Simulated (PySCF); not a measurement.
diethyl sulfide (C4H10S), SMILES CCSCC.

Geometry optimised at PBE0-D3(BJ)/def2-SVP. One conformer was computed; it need not be the lowest.

Computed with PBE0-D3(BJ)/def2-SVP (PySCF).

Frequencies are harmonic and unscaled.

Computed normal modes with their intensities:
```csv
mode,ν (cm⁻¹),IR (km/mol),Raman (Å⁴/amu),depolarisation,moving atoms (share of kinetic energy)
1,51,0.0,0.2,0.75,"C 49 %, H 48 %"
2,90,1.3,0.5,0.69,"C 43 %, H 41 %, S 16 %"
3,171,0.3,0.7,0.57,"H 50 %, C 31 %, S 19 %"
4,250,0.1,0.0,–,"H 90 %, C 8 %"
5,268,0.4,0.0,–,"H 73 %, C 19 %"
6,304,1.2,2.1,0.29,"C 59 %, H 30 %, S 11 %"
7,388,1.2,2.3,0.49,"C 48 %, H 28 %, S 25 %"
8,678,1.4,13.8,0.16,"C 50 %, H 26 %, S 24 %"
9,718,0.6,5.6,0.75,"C 49 %, S 31 %, H 20 %"
10,764,4.6,1.2,0.12,"H 78 %, C 16 %"
11,790,4.7,0.1,0.74,"H 90 %, C 10 %"
12,992,6.2,4.0,0.75,"H 66 %, C 33 %"
13,1005,4.6,5.9,0.75,"H 71 %, C 28 %"
14,1029,0.9,6.3,0.75,"H 72 %, C 26 %"
15,1042,0.1,3.0,0.67,"H 67 %, C 31 %"
16,1080,0.2,4.1,0.20,"C 63 %, H 37 %"
17,1103,5.3,4.0,0.60,"C 55 %, H 44 %"
18,1250,1.2,6.6,0.75,"H 80 %, C 20 %"
19,1263,5.6,2.7,0.75,"H 81 %, C 19 %"
20,1281,25.1,2.9,0.64,"H 76 %, C 24 %"
21,1296,7.8,1.3,0.74,"H 73 %, C 27 %"
22,1389,5.2,4.3,0.74,"H 78 %, C 22 %"
23,1392,6.6,3.8,0.75,"H 77 %, C 23 %"
24,1440,6.3,14.6,0.75,"H 90 %, C 10 %"
25,1461,8.3,11.3,0.75,H 96 %
26,1461,7.0,25.9,0.75,H 96 %
27,1464,5.7,4.6,0.73,H 93 %
28,1472,4.5,20.1,0.74,H 96 %
29,1476,4.5,6.9,0.73,H 96 %
30,3054,14.5,64.5,0.22,H 97 %
31,3058,38.2,35.8,0.13,H 96 %
32,3059,14.9,307.8,0.00,H 96 %
33,3066,18.4,114.8,0.09,H 94 %
34,3118,8.0,86.5,0.72,"H 90 %, C 10 %"
35,3128,2.3,109.5,0.70,"H 90 %, C 10 %"
36,3146,19.0,91.5,0.66,"H 91 %, C 9 %"
37,3157,12.8,95.4,0.70,"H 90 %, C 10 %"
38,3159,16.1,46.1,0.74,"H 90 %, C 10 %"
39,3164,14.7,31.6,0.75,"H 90 %, C 10 %"
```
